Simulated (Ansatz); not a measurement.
Input file for C5H12O2 (`OCCCCCO`):

```yaml
crystal:
  periodic: [false, false, false]
  atoms:
    - {symbol: O, position_ang: [0.292697, 1.845405, -2.911909]}
    - {symbol: C, position_ang: [0.438458, 1.293190, -1.619755]}
    - {symbol: C, position_ang: [-0.065296, -0.135088, -1.529834]}
    - {symbol: C, position_ang: [0.199797, -0.801380, -0.186348]}
    - {symbol: C, position_ang: [-0.591601, -0.218724, 0.975109]}
    - {symbol: C, position_ang: [-0.314975, -0.917320, 2.293072]}
    - {symbol: O, position_ang: [1.033332, -0.815367, 2.705189]}
    - {symbol: H, position_ang: [-0.639737, 1.827954, -3.142059]}
    - {symbol: H, position_ang: [1.510884, 1.319883, -1.405894]}
    - {symbol: H, position_ang: [-0.055764, 1.928396, -0.871961]}
    - {symbol: H, position_ang: [0.416774, -0.708822, -2.327376]}
    - {symbol: H, position_ang: [-1.143428, -0.150639, -1.741705]}
    - {symbol: H, position_ang: [1.268500, -0.750637, 0.045838]}
    - {symbol: H, position_ang: [-0.038341, -1.867807, -0.266309]}
    - {symbol: H, position_ang: [-1.666221, -0.288923, 0.764866]}
    - {symbol: H, position_ang: [-0.375676, 0.850505, 1.092907]}
    - {symbol: H, position_ang: [-0.990158, -0.533293, 3.070021]}
    - {symbol: H, position_ang: [-0.509849, -1.989293, 2.195630]}
    - {symbol: H, position_ang: [1.230590, 0.111989, 2.860528]}
basis:
  gaussian: {orbitals: def2-SVP}
correlation: {method: ccsd_t}
```

```sh
$ ansatz run in.yaml --threads 2 --pin off --events-out ev --progress --plain --max-ram 31744MiB --backend cuda --devices 0, --max-vram 18GiB
```

Log, shortened:

```
Functional definition: HF
1610 factors; integrals over basis functions are off by at most 1.5e-3 eV
mean field evaluation 1: about -9404.3102 eV, gradient 4.4e1 eV
mean field evaluation 2: about -9404.3186 eV, gradient 4.4e1 eV
mean field evaluation 4: about -9409.0317 eV, gradient 4.8e0 eV
mean field evaluation 8: about -9409.0960 eV, gradient 1.9e-4 eV
mean field -9409.09599837 eV, -345.7779002259 hartree, gradient 2.3e-6 eV, S^2 0.000000; 0 other end points of the search recorded, 0 dependent functions left out
7 core orbitals not correlated: weight in the atoms' cores, before any rotation towards them, 1.000 or more for the frozen orbitals, at most 0.000 for the correlated occupied ones
reference -9409.09599837 eV, -345.7779002259 hartree; 22, 22 occupied and 129, 129 virtual orbitals, 1610 factors
second order -29.59143776 eV of doubles, -0.00000000 eV of singles
cycle   1  -30.81533935 eV  change    -1.2e0 eV  update   1.0e-1
cycle   2  -31.52974236 eV  change   -7.1e-1 eV  update   2.9e-2
cycle   3  -31.66387729 eV  change   -1.3e-1 eV  update   1.2e-2
cycle   4  -31.66384628 eV  change    3.1e-5 eV  update   2.7e-3
cycle   5  -31.66509893 eV  change   -1.3e-3 eV  update   1.0e-3
cycle   6  -31.66561201 eV  change   -5.1e-4 eV  update   3.0e-4
cycle   7  -31.66546670 eV  change    1.5e-4 eV  update   1.2e-4
cycle   8  -31.66541851 eV  change    4.8e-5 eV  update   4.0e-5
perturbative correction -0.85521371 eV, -0.0314285242 hartree
Total energy: -9441.61663060 eV, -346.9730114169 hartree
```

Hardware: 2 threads of an AMD EPYC 7R13 on a shared host and a share of an NVIDIA H100 80 GB. Wall time 1.9 s, peak host memory 0.9 GiB.

The correlation energy is -32.521 eV, 2.6 % of it from (T); the T1 diagnostic reads 0.0082.
